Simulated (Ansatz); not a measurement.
Input and output for CH$_{4}$O$_{2}$Sn (`C[O][Sn][OH]`).

```yaml
crystal:
  periodic: [false, false, false]
  atoms:
    - {symbol: C, position_ang: [-0.263844, 1.004904, 0.069148]}
    - {symbol: O, position_ang: [0.855506, 0.515852, 0.752198]}
    - {symbol: Sn, position_ang: [1.542431, -1.343233, 0.744649]}
    - {symbol: O, position_ang: [0.192378, -2.146485, -0.460991]}
    - {symbol: H, position_ang: [-1.194247, 0.509519, 0.380411]}
    - {symbol: H, position_ang: [-0.375927, 2.073071, 0.280651]}
    - {symbol: H, position_ang: [-0.171298, 0.894161, -1.020397]}
    - {symbol: H, position_ang: [-0.492800, -1.564889, -0.801471]}
basis:
  gaussian: {orbitals: def2-SVP}
hamiltonian: {xc: {name: revPBE0}, dispersion: d3bj}
output: {forces: true}
```

```sh
$ ansatz run in.yaml --threads 2 --pin off --events-out ev --progress --plain --max-ram 32768MiB --backend cpu
```

Output, abridged:

```
Functional definition: revPBE0
953 factors; integrals over basis functions are off by at most 1.4e-3 eV
mean field evaluation 1: about -11013.2781 eV, gradient 6.9e1 eV
mean field evaluation 2: about -10978.2804 eV, gradient 1.4e2 eV
mean field evaluation 4: about -11022.6119 eV, gradient 9.0e0 eV
mean field evaluation 8: about -11022.9657 eV, gradient 1.1e0 eV
mean field evaluation 16: about -11022.9691 eV, gradient 7.2e-5 eV
mean field -11022.96911740 eV, -405.0866434277 hartree, gradient 1.4e-5 eV, S^2 0.000000; 0 other end points of the search recorded, 0 dependent functions left out
reference -11022.96914833 eV, -405.0866445643 hartree; 24, 24 occupied and 64, 64 virtual orbitals, 953 factors
Total energy: -11023.29786354 eV, -405.0987246255 hartree
Atom 0 at    -0.263844     1.004904     0.069148 Å, force     0.402142    -0.143064     0.254127 eV/Å
Atom 1 at     0.855506     0.515852     0.752198 Å, force    -0.284875     0.517045    -0.066045 eV/Å
Atom 2 at     1.542431    -1.343233     0.744649 Å, force     0.691069    -0.375990     0.401296 eV/Å
Atom 3 at     0.192378    -2.146485    -0.460991 Å, force    -0.279645    -0.263902    -0.276112 eV/Å
Atom 4 at    -1.194247     0.509519     0.380411 Å, force    -0.286915    -0.115819     0.047103 eV/Å
Atom 5 at    -0.375927     2.073071     0.280651 Å, force    -0.074117     0.305191     0.029552 eV/Å
Atom 6 at    -0.171298     0.894161    -1.020397 Å, force    -0.025197    -0.017178    -0.311369 eV/Å
Atom 7 at    -0.492800    -1.564889    -0.801471 Å, force    -0.142463     0.093718    -0.078551 eV/Å
Dipole moment:    -0.054920     0.080206    -0.017910 e Å
```

Run time 1.7 s (2 threads of an AMD EPYC 7R13 on a shared host); peak host memory 0.38 GiB.
